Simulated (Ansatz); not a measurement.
This geometry of H₂OSSe (5 atoms, charge 0, multiplicity 1) is a first-order saddle point.

Method: Ansatz, RKS B3LYP/def2-SVP.

```xyz
5
Properties=species:S:1:pos:R:3
O -1.508 -0.662 0.011
S -0.560 0.315 1.042
Se 1.506 0.133 0.315
H -0.929 -1.020 -0.682
H 1.491 1.235 -0.687
```

Problem. Which two structures does it join? (They come from a converged band through this point; their orientation in space is the band's.)

Solution. No bond is made or broken. The dihedral H4–O1–S2–Se3 goes from -87 to 84°.

Initial state:

```xyz
5
Properties=species:S:1:pos:R:3
O -1.203 -1.023 0.120
S -0.589 0.337 0.893
Se 1.598 0.327 0.516
H -1.402 -0.773 -0.797
H 1.597 1.132 -0.733
```

Final state:

```xyz
5
Properties=species:S:1:pos:R:3
O -1.370 -0.437 -0.418
S -0.547 0.303 0.846
Se 1.610 0.162 0.341
H -1.385 -1.391 -0.241
H 1.691 1.362 -0.528
```

Problem. How far does it lie above each of them?

Solution. 0.249 eV above the first and 0.264 eV above the second. This is the barrier of this one path; another mechanism may lie lower.

Time of the run: 2.6 min on 1 thread of Arm Neoverse V2, on a shared host, peak memory 0.25 GiB.
